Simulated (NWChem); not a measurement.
Species: C4H4ClF; SMILES C#CC[C@H](F)Cl

```xyz
10

C      0.6977    -2.4701    -0.6051
C      0.1417    -1.6566     0.0962
C     -0.5325    -0.6890     0.9493
C     -0.6692     0.6987     0.3457
F     -1.3678     0.6415    -0.8071
Cl     0.9221     1.4378     0.0359
H      1.1938    -3.1872    -1.2328
H     -0.0039    -0.5954     1.9117
H     -1.5534    -1.0429     1.1763
H     -1.1910     1.3743     1.0410
```
Atoms are numbered in this order, from 1.

Program: NWChem. Pople sets run with spherical d functions. The geometry was optimised at PBE0/def2-SVP. Atomic charges in e: unrestrained fits to the electrostatic potential beside Mulliken populations; buried atoms are poorly determined by the fit.

For level Hartree-Fock/6-31G*:

| Quantity | Value |
|---|---|
| Mulliken C2 | 0.13 |
| Mulliken C3 | -0.43 |
| Mulliken F5 | -0.41 |

Question: Estimate the same quantities for level B3LYP/def2-SVP.

Answer: 
- Mulliken C2: 0.29
- Mulliken C3: 0.10
- Mulliken F5: -0.20
